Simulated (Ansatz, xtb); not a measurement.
# C6H10Si: which of two isomers lies lower

We compare X, `[SiH3]C1=CC=CCC1`, a singlet, with Y, `[SiH3]C1=CCCC=C1`, a singlet. Both are isolated molecules in the gas phase, relaxed with r2SCAN-D4/def2-SVP; the shapes shown needn't be the lowest conformers.

X (Å):

```xyz
17

C    -0.7864   -1.2548   -0.4670
C    -0.5356   -0.4322   -1.5201
C     0.5801   -0.6728   -2.4303
C     1.5730   -1.5205   -2.0849
C     1.5394   -2.2132   -0.7512
C     0.1026   -2.4738   -0.2950
Si   -2.2376   -0.9767    0.6740
H    -3.0049    0.2282    0.2378
H    -1.7814   -0.7861    2.0879
H    -3.1464   -2.1680    0.6745
H    -1.1828    0.4306   -1.7173
H     0.6197   -0.1224   -3.3758
H     2.4409   -1.6582   -2.7391
H     2.1074   -3.1573   -0.7805
H     2.0606   -1.5705   -0.0098
H    -0.3335   -3.2967   -0.8997
H     0.0963   -2.8337    0.7477
```

Y (Å):

```xyz
17

C    -0.7652   -1.9670   -0.8286
C    -0.6499   -0.8234   -1.5522
C     0.6534   -0.0728   -1.6091
C     1.4385   -0.2023   -0.3022
C     1.4479   -1.6240    0.1893
C     0.4042   -2.4394   -0.0665
Si   -2.3653   -2.9406   -0.8031
H    -3.3695   -2.2684   -1.6806
H    -2.9157   -3.0422    0.5851
H    -2.1419   -4.3389   -1.2894
H    -1.4890   -0.4576   -2.1566
H     1.2527   -0.4924   -2.4452
H     0.4869    0.9870   -1.8602
H     0.9762    0.4374    0.4795
H     2.4645    0.1780   -0.4324
H     2.2840   -1.9702    0.8068
H     0.4000   -3.4615    0.3295
```

Energies in hartree; the thermal terms are from GFN2-xTB frequencies at re-optimised GFN2-xTB minima (ideal gas, soft modes damped towards free rotors, one conformer each, 298.15 K, 1 atm) and include the zero-point energy:

|  | X | Y |
| --- | --- | --- |
| E, CCSD(T)/def2-SVP | −522.688123 | −522.687006 |
| E, MP2/def2-SVP | −522.575366 | −522.574021 |
| E, MP2/def2-TZVPP | −523.123697 | −523.122461 |
| zero-point energy | 0.133479 | 0.133305 |
| H(298 K) − E | 0.142470 | 0.142341 |
| G(298 K) − E | 0.101118 | 0.100903 |

**Question.** Correct the CCSD(T) difference for the basis set by the MP2 change, then work out ΔE, ΔE₀, ΔH and ΔG for X → Y in kJ/mol (1 Eh = 2625.50 kJ/mol) and the equilibrium ratio [Y]/[X].

**Answer.** 1. Differences Y − X: CCSD(T) +0.001117, MP2 in the small set +0.001345, MP2 in the large set +0.001236 Eh.
2. ΔE = +0.001117 + (+0.001236 − (+0.001345)) = +0.001008 Eh = +2.65 kJ/mol.
3. ΔE₀ = ΔE + ΔZPE = +0.001008 + (−0.000174) Eh = +2.19 kJ/mol.
4. ΔH = ΔE + (−0.000129) Eh = +2.31 kJ/mol.
5. ΔG = ΔE + (−0.000215) Eh = +2.08 kJ/mol, so ΔS = (ΔH − ΔG)/T = +0.8 J/(mol K).
6. kT = 0.9442 mEh, so K = [Y]/[X] = exp(−ΔG/kT) = exp(−0.84) ≈ 0.43.

The two are too close for this level to say which is favoured. An error of 4 kJ/mol in ΔG would change K by a factor of 5. Mirror images and further conformers aren't counted.

As drawn, both hold the same kinds of bond in the same numbers.

Other levels gave ΔE = +3.6 (GFN2-xTB); −0.7 (HF/STO-3G, GFN2-xTB geometries); +5.0 (r2SCAN-D4/def2-SVP//GFN2-xTB); +4.5 (r2SCAN-D4/def2-SVP); +1.9 (HF/def2-SVP); +3.5 (MP2/def2-SVP); +2.9 (CCSD(T)/def2-SVP) kJ/mol. The correlated steps freeze 11 core orbitals. Programs: Ansatz 0.2.0, xtb 6.7.1.
